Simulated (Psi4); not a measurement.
C4H7 (SMILES [CH-]1CCC1), charge -1, singlet, at a GFN2-xTB geometry (a gas-phase anion, which may not be bound at this level). Base run: TPSS/3-21G (Psi4).

The Psi4 input:
```
memory 2 GB

molecule {
-1 1
  C     0.00517132    1.09925244   -0.34269289
  C    -0.00709196   -1.01871233   -0.00830742
  C    -1.07652487    0.07011928    0.08516265
  C     1.07848492    0.05524076    0.06995662
  H     0.01625217    1.98354431    0.36244730
  H    -0.01744288   -1.52642944   -0.97846478
  H    -0.00686701   -1.79084704    0.77907723
  H    -1.49140270    0.13217959    1.11834808
  H    -1.94429847   -0.05926635   -0.58796451
  H     1.50871792    0.11146630    1.09717884
  H     1.93480455   -0.08604828   -0.61533597
}

set basis 3-21g

energy('tpss')
print_variables()
```

The base run was repeated with changes; each row names its change, and settings that it needs were set with it.

```tsv
change	E (Eh)	core-seconds (rough)
base	-155.67056	10
functional = pw6b95	-155.83528	9
functional = wb97x	-155.59423	6
functional = mn15	-155.20701	8
functional = blyp	-155.53350	5
functional = b97m-v	-155.65062	100
functional = wb97m-v	-155.55280	100
functional = svwn	-154.77558	4
functional = m06-2x	-155.55398	8
functional = scan	-155.55541	7
functional = pbe0-dh	-155.40598	6
functional = m06	-155.55865	8
functional = hf (with energy('scf'))	-154.50628	2
```

Absolute energies of different levels of theory aren't comparable as measures of quality.

A gas-phase anion may not be bound at this level; its values then depend on the basis.
